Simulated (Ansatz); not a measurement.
`N[Si@H](F)[Si@@H](N)F` + `N[SiH](N)Cl` → `N[Si@H](F)N[Si@@H](N)Cl` + `N[SiH2]F`  (cleavage of the Si–Si bond)

Gas-phase electronic energies from Ansatz, PBE0-D4/def2-TZVP geometries. CCSD(T)/CBS is the MP2 limit (def2-TZVPP, def2-QZVPP) plus CCSD(T) − MP2 in def2-TZVPP, frozen cores. DFT in def2-TZVPP. Each species was taken in one conformer, which may not be the lowest.

```tsv
species	r2SCAN-D4 energy (Eh)
`N[Si@H](F)[Si@@H](N)F`	-891.95845
`N[SiH](N)Cl`	-862.29093
`N[Si@H](F)N[Si@@H](N)Cl`	-1307.71403
`N[SiH2]F`	-446.57091
```

(1) Work out ΔE.

Largest T1 diagnostic among the species: 0.012.

Answers

(1) ΔE = (-1307.71403) + (-446.57091) − (-891.95845) − (-862.29093) = -0.03556 Eh = -22.3 kcal/mol. CCSD(T)/CBS gives -23.7 kcal/mol.

The D4 term adds −0.8 kcal/mol with B3LYP and −0.5 kcal/mol with PBE0; it sums over pairs of atoms, weighted by their polarisabilities, and B3LYP, whose exchange is more repulsive, gets the larger term. In def2-TZVPP, CCSD(T) changes the Hartree–Fock value by +2.7 kcal/mol (the triples alone add +0.4 kcal/mol) and MP2 by +1.2 kcal/mol.

B3LYP here is the variant with VWN-RPA as its local correlation; programs differ in this.
